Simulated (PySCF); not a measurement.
# Distorted geometries of [Gd(PH3)]3+

[Gd(PH3)]3+ (singlet in the valence; each metal's 4f electrons, 7 of them, lie in its core potential, out of spins and levels). PySCF 2.14.0, RKS PBE0, Gd lcecp-1-SVP with ECP53, P def2-SVP, H def2-SVP; non-relativistic Hamiltonian with scalar-relativistic core potentials where named; density fitting; no spin-orbit coupling. Relaxed geometry:

```xyz
5

Gd    0.0000    0.0000   -0.4072
P     0.0000    0.0000    2.5203
H     1.3285    0.0000    3.0428
H    -0.6643    1.1505    3.0428
H    -0.6643   -1.1505    3.0428
```

**Question.** Order these distorted geometries by energy above the relaxed one, lowest first.
A.
```xyz
5

Gd   -0.0590   -0.0327   -0.3643
P     0.0218   -0.0314    2.5472
H     1.4270    0.0720    3.0109
H    -0.7223    1.1225    3.0558
H    -0.6675   -1.1304    2.9918
```
B.
```xyz
5

Gd    0.1006    0.0253   -0.3285
P    -0.0185    0.0005    2.6052
H     1.3680    0.1115    3.0953
H    -0.6942    1.0203    2.8817
H    -0.7560   -1.1577    2.9878
```
C.
```xyz
5

Gd    0.0579   -0.0127   -0.4311
P    -0.0252   -0.2198    2.3052
H     1.1661    0.1263    3.0832
H    -0.4900    1.2232    3.0161
H    -0.7088   -1.1170    3.2681
```

**Answer.** A (0.12 eV), B (0.52 eV), C (0.96 eV).

**Question.** Which forces (eV/Å) act in the one that lies 0.96 eV up?

**Answer.** 
```
Gd  -0.01 -0.02 -0.60
P   -0.49  2.51  3.75
H    0.22 -0.68 -0.71
H    0.07 -1.99 -1.51
H    0.21  0.18 -0.94
```
Forces carry noise of the integration grid, about 0.01 to 0.03 eV/Å.

An lcecp potential fixes the number of 4f electrons, so in runs with it no electron can move into or out of that shell.
